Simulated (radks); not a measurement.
Results of a calculation; reference values are marked as such.
Spherical quantum dot in the effective-mass picture: electrons in a parabolic well V = omega^2 r^2 / 2 with omega = 2.61, all in effective atomic units (hartree* = m*/eps^2 hartree, bohr* = eps/m* bohr), one dielectric constant everywhere. Level of theory: non-relativistic Kohn-Sham, r2SCAN, spin-polarised, spherical densities, generalised Kohn-Sham scheme (a radial shooting solver with Libxc functionals). Levels are named by radial order and angular momentum (1s, 1p, 1d, 2s, ...), and open shells are averaged over m. Results are scaled to m* = 0.349 and eps = 13, for which hartree* = 56.19 meV and bohr* = 1.971 nm.

N = 6, configuration 1s2 1p(up 3, down 1). This is the lowest configuration that the search found. Occupied and some empty levels:

level    occupation  eigenvalue (meV)  <r> (nm)
1s up             1            509.16     1.571
1s down           1            517.53     1.556
1p up             3            626.44     2.010
1p down           1            638.10     2.015
1d up             0            754.02     2.351
1d down           0            766.17     2.365
2s up             0            769.43     2.148
2s down           0            777.15     2.157
1f up             0            888.62     2.643
1f down           0            900.10     2.666

Energy (meV): total 2669.18, kinetic 788.97, external 1155.7, Hartree 959.58, exchange-correlation -235.12.
